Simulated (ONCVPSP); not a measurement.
P (Z = 15) ONCV: all-electron and pseudo phase curves

```
Element                 : phosphorus
Generator               : ONCVPSP 4.0.1
Type                    : optimised norm-conserving Vanderbilt (ONCV)
Functional              : PBE
Relativity              : non-relativistic
Frozen core             : [He]
Valence charge          : 13
Reference configuration : 2s2 2p6 3s2 3p2 (charge +1)
Partial waves           : 2s+3s: rc 1.00 bohr, ncon 3, nbas 6, qcut 13.5 1/bohr, 2 projectors; 2p+3p: rc 0.70 bohr, ncon 4, nbas 8, qcut 23.5 1/bohr, 2 projectors
Local potential         : polynomial inside 0.55 bohr (lpopt 5, dvloc0 3 Ha)
Core correction         : none
```

The phase is arctan(r·R′/R) of the radial function R(r), unwrapped; energies in Ha, scanned from -8 to 5 Ha. A pole is an energy at which the radial function vanishes at the test radius. The pseudo phase is shifted by a multiple of π to meet the all-electron one at the reference energy, and phase errors are pseudo minus all-electron; the curves can meet again beyond the range given. Levels narrower than the energy grid can be missing from the lists of poles.

Q: For each channel, where are the poles, and over which energies does the pseudopotential scatter like the atom?

A:

| channel | radius (bohr) | reference energy (Ha) | poles, all-electron | poles, pseudo | unbroken range about the reference energy with phases within 0.05 rad | phase error 1 Ha above the reference energy (rad) |
| --- | --- | --- | --- | --- | --- | --- |
| s | 1.02 | -0.85 | -6.13 | -6.13 | the whole range | -0.000 |
| p | 0.71 | -0.52 | -2.05 | -2.05 | the whole range | +0.000 |

Phases in the s channel:

```tsv
E (Ha)	all-electron	pseudo
-7.96	0.459	0.459
-7.60	-0.113	-0.113
-7.24	-0.813	-0.813
-6.88	-1.230	-1.230
-6.52	-1.441	-1.441
-6.16	-1.564	-1.564
-5.80	-1.645	-1.645
-5.44	-1.705	-1.705
-5.08	-1.753	-1.753
-4.72	-1.795	-1.795
-4.36	-1.833	-1.833
-4.00	-1.869	-1.869
-3.64	-1.906	-1.906
-3.28	-1.944	-1.944
-2.92	-1.984	-1.984
-2.56	-2.028	-2.028
-2.20	-2.077	-2.077
-1.84	-2.134	-2.134
-1.48	-2.200	-2.200
-1.12	-2.278	-2.278
-0.76	-2.373	-2.373
-0.40	-2.487	-2.487
-0.04	-2.627	-2.627
0.32	-2.795	-2.795
0.68	-2.989	-2.989
1.04	-3.200	-3.200
1.40	-3.411	-3.411
1.76	-3.606	-3.606
2.12	-3.774	-3.775
2.48	-3.915	-3.915
2.84	-4.029	-4.030
3.20	-4.123	-4.124
3.56	-4.200	-4.200
3.92	-4.263	-4.264
4.28	-4.316	-4.317
4.64	-4.361	-4.362
5.00	-4.400	-4.401
```
